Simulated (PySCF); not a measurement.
Work out the structure from these simulated measurements.

Formula: CH4FPSi.

* Dipole: 1.89 D [CAM-B3LYP/def2-SVPD]
* Triplet: lowest triplet excitation (Tamm–Dancoff): 2.58 eV [TDA CAM-B3LYP/def2-SVPD]
* 13C NMR: chemical shifts (computed TMS as zero) by class: 263.0 (1 C) ppm [GIAO PBE0/pcSseg-1]
* Rotational structure: rotational constants A, B, C: 6.922, 2.876, 2.081 GHz [GFN2-xTB]
* Polarisability: 67.5 au [CAM-B3LYP/def2-SVPD]
* 1H NMR: chemical shifts (computed TMS as zero) by class: 5.94 (1 H), 4.43 (3 H) ppm [GIAO PBE0/pcSseg-1]

Gas-phase values; electronic properties from PySCF, density fitting. Levels stand in brackets. Isolated species at its GFN2-xTB geometry, gas phase. NMR classes are plain means over equivalent atoms (diastereotopic ones count apart unless rotation or inversion swaps them), as if these changed places fast.

Question: Propose a structure and show how it fits.

Answer: Numbering: `[H]/[P:4]=[C:2](/[F:1])[SiH3:3]`. The one carbon: carbon bonded to F, P and Si [C2] (263.0 ppm). Hydrogen classes from least to most shielded: 1 H on a phosphorus bonded to C and H, P4 (5.94 ppm), 3 H on an SiH3 silicon, Si3 (4.43 ppm). By its constants the optimised geometry is an asymmetric top. Structure: `[H]/P=C(/F)[SiH3]`. The assignments are read from this structure; whether some other isomer fits the data as well wasn't checked.
